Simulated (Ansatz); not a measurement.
Species: MoCl, charge 0, multiplicity 6. SMILES: [Cl][Mo]
Geometry: optimised at B3LYP-D3(BJ)/def2-TZVP (Ansatz, a quantum-chemistry and plane-wave program).

Wanted: size of the dipole moment, in D. Terms: no spin-orbit coupling; six Cartesian d functions in 6-31G* and its kin unless marked 5d; STO-3G and 3-21G all-electron and non-relativistic; UHF or UKS for open shells; LANL2DZ with its own core potentials from Na on; def2 sets with scalar-relativistic core potentials past Kr. First-principles rows: single points at B3LYP-D3(BJ) geometries (Ansatz). The spin state of an ion or metal species was assumed, not searched.

```
level                              program  size of the dipole moment (D)
---------------------------------  -------  -----------------------------
SVWN5/6-31G* with LANL2DZ past Ar   Ansatz                           3.88
PBE/STO-3G                          Ansatz                           4.75
PBE/3-21G                           Ansatz                           4.84
PBE/LANL2DZ                         Ansatz                           4.19
PBE/def2-SVP                        Ansatz                           3.42
PBE/6-31G* with LANL2DZ past Ar     Ansatz                           4.10
BLYP/6-31G* with LANL2DZ past Ar    Ansatz                           3.91
B3LYP/STO-3G                        Ansatz                           5.01
B3LYP/3-21G                         Ansatz                           5.43
B3LYP/LANL2DZ                       Ansatz                           4.79
B3LYP/def2-SVP                      Ansatz                           3.88
B3LYP/6-31G* with LANL2DZ past Ar   Ansatz                           4.65
PBE0/6-31G* with LANL2DZ past Ar    Ansatz                           4.99
```

No value to compare with is used here. The 13 habitual levels span 3.42 (PBE/def2-SVP) to 5.43 D (B3LYP/3-21G).

The levels are drawn from those run, B3LYP/6-31G* more often than the rest, none by its result; left out are runs that failed, that the program found above a lower state of the same kind, or whose <S^2> lies over 0.5 above the pure value.
